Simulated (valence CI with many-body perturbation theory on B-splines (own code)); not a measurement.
**Questions on In35+**

Computed by configuration interaction combined with many-body perturbation theory (CI+MBPT): four valence electrons over a frozen Dirac-Fock core [Ne], radial functions for each j: 11 s, 11 p, 10 d, 8 f, 5 g, 2 h, with the one-electron correlation potential Σ1, the two-electron term Σ2, the three-electron term Σ3, Breit, model QED; selected CI, second order for the rest, scaled by the run's own slope (own B-spline code, finite nucleus).

No measured spectrum was set against this ion. As an estimate, large intervals hold to a few tenths of a per cent, small ones and those within an open d or f shell to about a per cent. Among the levels kept, up to 690 cm⁻¹ of a level comes from second order outside the variational space, and about a tenth of that is noise between levels of different J, which matters for small intervals.

Levels are named by their leading jj configuration (3d3/2^4 stands for four electrons in 3d with j = 3/2), which in mixed levels can hold well under half, so a name can repeat and another be missing.

Rates and lifetimes use the calculated energies. Strong lines usually hold to 10 to 20 %, long lifetimes can be off by a factor of two.

Problem. What is the ground level?

Solution. (3s^2 3p1/2^2) J=0, composition 74 % 3s²3p² ³P + 24 % 3s²3p² ¹S.

Problem. Among levels below 38.265 Ry, which E1 lines absorb most strongly from the ground level?

Solution. to (3s^2 3p1/2 3d3/2) J=1 at 6.355 nm, f = 0.469; to (3s 3p1/2 3p3/2^2) J=1 at 6.100 nm, f = 0.198; to (3s 3p1/2^2 3p3/2) J=1 at 8.274 nm, f = 0.139.

Problem. Where does the other parity begin?

Solution. At (3s 3p1/2^2 3p3/2) J=2, 9.712 Ry.

Problem. How well does LS coupling describe the low levels?

Solution. Among the lowest 20 levels the leading LS term, summed over configurations, holds 62 % on average. For single configurations the figures are 56 % in LS and 78 % in jj coupling. Terms mix most in the J = 2 level at 14.621 Ry, where the leading one holds 30 %.

Problem. Name the longest-lived excited levels whose lifetime is computed, and their main decay.

Solution. (3s^2 3p1/2 3p3/2) J=2 at 3.727 Ry lives 429 μs, mostly by E2 to (3s^2 3p1/2^2) J=0; (3s^2 3p3/2 3d5/2) J=4 at 17.541 Ry lives 1.78 μs, mostly by M1 to (3s^2 3p1/2 3d5/2) J=3; (3s^2 3p1/2 3p3/2) J=1 at 3.316 Ry lives 1.54 μs, mostly by M1 to (3s^2 3p1/2^2) J=0.
